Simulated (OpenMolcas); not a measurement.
An OpenMolcas run meant for C I (ANO-RCC-VDZP, DKH3; inactive shells 1s 2s; intended active space 2 electrons in 3 orbitals (2p)). One step of its input:

```
&CASPT2
Multistate=3 1 2 3
Frozen=0 0
IPEA=0.25
Imaginary=2.0
MaxIter=60
WThr=0.0 0.3 0.05
PrWF=0.5
NoMix
```

The run finished. Its levels beside those of a sound run (SS-CASPT2, IPEA 0.25 Eh, imaginary shift 0.1 Eh (closed shells correlated: 1s 2s)), in cm-1 above each run's lowest level:

| Level | This run | Usual run |
| --- | --- | --- |
| 2s2 2p2 3P0 | 0.0 | 0.0 |
| 2s2 2p2 3P1 | 15.4 | 15.4 |
| 2s2 2p2 3P2 | 46.1 | 46.1 |
| 2s2 2p2 1D2 | 12070 | 11657 |
| 2s2 2p2 1S0 | 28923 | 25588 |

Question: Which setting is unsound, and how much does it matter here?

Answer: The level shift is far above the usual 0.1 to 0.3 hartree and damps the second-order energy. Against the sound run the excited levels shown move by 940 cm-1 on average and by 3300 cm-1 at most.

CASPT2 breaks the degeneracy within a term, and the mean is taken; among the terms shown or strongly mixed into the levels shown the widest spread is 160 cm-1 (2s2 2p2 1D, the sound run). With the s shell closed, the reference lacks s² → p² mixing. Some terms miss by over 15 % even with CASPT2, which points to a basis or an active space too small for the shells correlated. Only configurations of the active space appear.
